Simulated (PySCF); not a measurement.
Match the calculated data to a structure.

All candidates are C2H5NOSi.

| technique | computed result |
| --- | --- |
| XPS | Si2p3/2 108.5, C1s 292.0, C1s 293.0, N1s 405.5, O1s 538.8, Si1s 1848.5 eV [ΔSCF SCAN, pcX-2 on the ionised atom, pcseg-1 elsewhere, spin-free X2C, 2p3/2 from a spin–orbit splitting computed afterwards within the 2p shell] |
| Dipole | 3.26 D [CAM-B3LYP/def2-SVPD] |
| 13C NMR | chemical shifts (computed TMS as zero) by class: 125.7 (1 C), 55.2 (1 C) ppm [GIAO B97-2/pcSseg-2] |
| Rotational structure | rotational constants A, B, C: 7.062, 2.595, 2.022 GHz [PBE0-D3(BJ)/def2-SVP] |
| NMR, other nuclei | isotropic shieldings of nuclei other than C and H, by class: -97 (1 N), 323 (1 O), 402 (1 Si) ppm [GIAO B97-2/pcSseg-2] |
| Polarisability | 56.3 au [CAM-B3LYP/def2-SVPD] |
| 1H NMR | chemical shifts (computed TMS as zero) by class: 4.74 (2 H), 3.64 (3 H) ppm [GIAO B97-2/pcSseg-2] |
| Triplet | lowest triplet excitation (Tamm–Dancoff): 5.73 eV [TDA CAM-B3LYP/def2-SVPD] |

Gas-phase values; electronic properties from PySCF, density fitting. Levels stand in brackets. Geometry: PBE0-D3(BJ)/def2-SVP, one conformer, isolated molecule. NMR values are class means; diastereotopic atoms form classes of their own.

Question: Which candidate is it?
A. `C[Si@H](O)C#N`
B. `[H][Si]([H])(C)N=C=O`
C. `CO[SiH2]C#N`

Answer: C. It is `CO[SiH2]C#N`. Numbering: `[CH3:1][O:2][SiH2:3][C:4]#[N:5]`. Its formula, C2H5NOSi, gives 2 degrees of unsaturation: 0 rings and 2 π bonds in the structure found. 2 carbons fall into 2 classes; from least to most shielded: cyano carbon [C4] (125.7 ppm), methoxy carbon [C1] (55.2 ppm). Hydrogen classes from least to most shielded: 2 H on an oxygen-bound silicon, Si3 (4.74 ppm), 3 H on a methoxy carbon, C1 (3.64 ppm). The other shieldings belong to: -97 ppm, cyano nitrogen [N5]; 323 ppm, silyl ether oxygen [O2]; 402 ppm, oxygen-bound silicon [Si3]. The core levels belong to: Si2p3/2 108.5 eV, oxygen-bound silicon [Si3]; C1s 292.0 eV, cyano carbon [C4]; C1s 293.0 eV, methoxy carbon [C1]; N1s 405.5 eV, cyano nitrogen [N5]; O1s 538.8 eV, silyl ether oxygen [O2]; Si1s 1848.5 eV, oxygen-bound silicon [Si3]. The hole state at 292.0 eV has ⟨S²⟩ = 0.83 against 0.75, so that value is less sure. The hole state at 405.5 eV has ⟨S²⟩ = 0.83 against 0.75, so that value is less sure. The optimised geometry has point group C1 and is an asymmetric top.

The others, at the same levels:
- `[H][Si]([H])(C)N=C=O` fails: its computed core binding energies are Si2p3/2 107.6, C1s 290.6, C1s 294.8, N1s 405.4, O1s 539.2, Si1s 1847.6 eV, rotational constant A is 13.598 GHz (against 7.062 GHz) and smallest rotational constant is 1.597 GHz (against 2.022 GHz).
- `C[Si@H](O)C#N` fails: its computed core binding energies are Si2p3/2 108.2, C1s 290.9, C1s 291.8, N1s 405.3, O1s 539.2, Si1s 1848.3 eV, rotational constant A is 5.934 GHz (against 7.062 GHz) and smallest rotational constant is 2.152 GHz (against 2.022 GHz).

Each candidate is one conformer, not necessarily the lowest. The conformers computed, where there is a choice (atom-mapped SMILES and torsion angles):
- `[CH3:1][O:2][SiH2:3][C:4]#[N:5]`: C1–O2–Si3–C4 60°
- `[CH3:1][Si@H:2]([OH:3])[C:4]#[N:5]`: H–O3–Si2–C1 -178°
